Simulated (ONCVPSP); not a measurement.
## molybdenum: one change to an ONCV potential, before and after

- Element: Mo
- Generator: ONCVPSP 4.0.1
- Type: optimised norm-conserving Vanderbilt (ONCV)
- Functional: PBE
- Relativity: scalar-relativistic
- Frozen core: [Ar] 3d10
- Valence charge: 14
- Reference configuration: 4s2 4p6 4d6
- Partial waves: 4s: rc 1.80 bohr, ncon 4, nbas 9, qcut 5.5 1/bohr, 2 projectors, debl 4 Ha; 4p: rc 1.15 bohr, ncon 3, nbas 6, qcut 6.1 1/bohr, 3 projectors, debl 2.7 Ha; 4d: rc 1.95 bohr, ncon 3, nbas 7, qcut 8 1/bohr, 2 projectors, debl 2.1 Ha
- Local potential: polynomial inside 1.15 bohr (lpopt 5, dvloc0 2 Ha)
- Core correction: none

All-electron outer shells of the reference configuration (PBE, scalar-relativistic, ld1.x):

| shell | level (eV) | outermost node (bohr) | outermost maximum (bohr) |
| --- | --- | --- | --- |
| 4s | -62.21 | 0.51 | 0.99 |
| 4p | -36.45 | 0.52 | 1.08 |
| 4d | -2.31 | 0.53 | 1.40 |

Change: local potential polynomial inside 1.15 bohr (lpopt 5, dvloc0 5 Ha).

Cutoffs: the cutoffs (Ha) at which the residual kinetic energy of the hardest occupied pseudo-wave falls to 1 and 0.1 mHa per electron; they do not see the model core or the augmentation charge, which bear on the density cutoff. Errors are all-electron minus pseudo energies relative to the spin-unpolarised reference configuration.

Question: What does the change do?

Answer: The potential gets neither clearly harder nor softer (71 Ha and 117 Ha → 71 Ha and 117 Ha); a bound ghost appears in p, which as a rule spoils a file; of the 3 tests that both files solve, the error grows in 0 and shrinks in 2 by more than 15 % and 0.3 meV (median size 0.8 → 0.4 meV). In the separable form a ghost depends on how the local part lies against the semilocal potential of the channel, so the choice of the local part can create or remove one.

| quantity | base | changed |
| --- | --- | --- |
| cutoff, loose | 71 Ha | 71 Ha |
| cutoff, tight | 117 Ha | 117 Ha |
| bound ghosts | none | p |
| GHOST(+) flags under 300 eV | s at 146.2 eV | s at 191.4 eV |
| tests with a reliable result | 3 of 4 | 3 of 4 |
| error for 4s2 4p6 4d5 5s1, meV [ΔE -0.76 eV] | +8.0 | +6.1 |
| error for 4s2 4p6 4d5, meV [ΔE 6.13 eV] | +0.3 | -0.2 |
| error for 4s2 4p6 4d5 5p1, meV [ΔE 2.38 eV] | +0.8 | +0.4 |
| s: phases at 1.83 bohr within 0.05 rad from the reference energy up to (Ha; the scan ends near 5) | to the end of the scan | to the end of the scan |
| p: phases at 1.17 bohr within 0.05 rad from the reference energy up to (Ha; the scan ends near 5) | to the end of the scan | to the end of the scan |
| d: phases at 1.98 bohr within 0.05 rad from the reference energy up to (Ha; the scan ends near 5) | to the end of the scan | to the end of the scan |

 A true bound ghost makes a file unfit for plane-wave use even where its test errors are small: the radial tests pick states by their node count and pass the ghost by.
